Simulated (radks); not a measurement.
Q: Mg4+, 8 electrons, occupied as [He] 2s2 2p4 (the NIST ground configuration). Calculated with a radial shooting solver on a logarithmic mesh with Libxc functionals: scalar-relativistic Kohn-Sham, AM05, spin-polarised, spherical densities, finite nucleus; open shells are filled with parallel spins first; Fermi nuclear charge, rms radius 3.057 fm. Some entries of the table are withheld. Estimate them.

| orbital | occ. | eigenvalue (hartree) | <1/r> (bohr^-1) |
|---|---|---|---|
| 1s up | 1 | -49.76913 | (1) |
| 1s down | 1 | -49.65757 | (2) |
| 2s up | 1 | -5.97725 | 2.262 |
| 2s down | 1 | -5.75962 | 2.228 |
| 2p up | 3 | -4.82903 | (3) |
| 2p down | 1 | -4.58278 | (4) |

A: 
(1) 1s up <1/r> (bohr^-1): 11.59
(2) 1s down <1/r> (bohr^-1): 11.62
(3) 2p up <1/r> (bohr^-1): 2.167
(4) 2p down <1/r> (bohr^-1): 2.130
